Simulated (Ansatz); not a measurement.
# Pulling the pair apart

The pair of Cl⁻ (SMILES [Cl-], atom 1) and CH₂O (SMILES C=O, atoms 2–5), both closed shells, in one local arrangement (a lower one may exist), relaxed at PBE0-D4/def2-TZVPD:

```
5
angstrom
Cl 0.2521 -0.1518 -2.2697
C -0.0632 0.0377 0.5537
O -1.0542 0.4222 1.1316
H 0.1080 -1.0242 0.3143
H 0.7574 0.7161 0.2701
```

CH₂O is shifted rigidly along the line between the mean atom positions of the two fragments (negative: closer). Counterpoise interaction energies in kJ/mol. Computed with Ansatz 0.2.0 (basis: def2-TZVPPD); correlated methods freeze the cores.

| shift (Å) | PBE0-D4 | MP2 | r2SCAN-D4 |
| --- | --- | --- | --- |
| -0.28 | -47.8 | -31.2 | -50.8 |
| -0.14 | -53.4 | -39.6 | -56.5 |
| 0.00 | -54.9 | -43.3 | -57.9 |
| 0.14 | -53.9 | -44.3 | -56.6 |
| 0.34 | -50.4 | -42.9 | -52.6 |
| 0.71 | -41.8 | -36.9 | -43.1 |
| 1.42 | -27.9 | -25.5 | -28.1 |
| 2.85 | -14.3 | -13.3 | -13.9 |

(1) What does CCSD(T) give at these shifts? (Judge from chemistry; the value comes from the calculation.)

T1 diagnostic: at most 0.016.

Answers

(1) The calculation gives: -28.8, -37.9, -42.3, -43.6, -42.5, -36.9, -25.5, -13.3 kJ/mol. For zero shift, CCSD(T) at an estimated basis limit (MP2 extrapolated from triple and quadruple zeta, plus CCSD(T) − MP2 in triple zeta) gives -46.9 kJ/mol. These are counterpoise interaction energies, counted from the two frozen fragments.

For scale, one of the runs: CCSD(T)/def2-TZVPPD, 162 basis functions, launched by `ansatz run in.yaml --threads 2 --pin off --events-out ev --progress --plain --max-ram 5222MiB`. Time: 10 s of wall clock on 2 CPU threads of an Intel Xeon Platinum 8259CL; the host was shared. Peak host memory: 0.89 GiB.
